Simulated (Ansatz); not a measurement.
`[Cl][SnH2][Br]` + H₂ → `[Cl][SnH3]` + HBr at 600 K and 1 bar (hydrogenolysis of the Sn–Br bond).

Program: Ansatz. Geometries: PBE0-D4/def2-TZVP. ΔE: electronic, gas phase. CBS: MP2 limit from def2 TZ/QZ plus the TZ coupled-cluster correction, frozen cores. This one scheme is used for every species. Elements past krypton have def2 core potentials. For Br, Sn outer-core shells are correlated without core-valence functions, which leaves a few kJ/mol of doubt a bond. Scalar relativity is left out up to krypton.

```csv
species,CCSD(T)/CBS energy (Eh),H − E (kJ/mol),S (J/(mol·K))
`[Cl][SnH2][Br]`,-3248.40375,82.5,389.3
H₂,-1.17544,43.9,150.8
`[Cl][SnH3]`,-675.62576,90.8,325.6
HBr,-2573.91920,33.5,219.1
```

H − E and S are ideal-gas, rigid-rotor, harmonic terms from PBE0-D4/def2-TZVP. The MP2-based limit puts H₂ 0.8 mEh under its directly extrapolated value; such offsets cancel only in part. 1 Eh = 2625.50 kJ/mol, R = 8.31446 J/(mol·K).

**Question.** By hand: ΔE, ΔH, ΔS and ΔG.

**Answer.** ΔE = (-675.62576) + (-2573.91920) − (-3248.40375) − (-1.17544) = 0.03423 Eh = 89.9 kJ/mol. Δ(H − E) = 90.8 + 33.5 − 82.5 − 43.9 = -2.1, so ΔH = 87.8 kJ/mol. ΔS = 325.6 + 219.1 − 389.3 − 150.8 = 4.6 J/(mol·K). ΔG = 87.8 − 600 × (4.6)/1000 = 85.0 kJ/mol.

**Question.** By hand: the equilibrium constant, and the temperature at which ΔG would vanish if ΔH and ΔS stayed fixed.

**Answer.** log₁₀ K = −ΔG/(RT ln 10) = -7.4. ΔG = 0 at ΔH/ΔS = 19087 K, far beyond where these terms or the molecules hold.

The number of gas molecules stays the same, so ΔS is small and ΔH decides. A doubt of 5 kJ/mol in ΔE shifts log₁₀ K by 0.4 here. These are equilibria of isolated gas molecules and say nothing of rates. Largest T1 diagnostic: 0.012 (customary marks: 0.02 for closed shells, 0.045 for open ones).
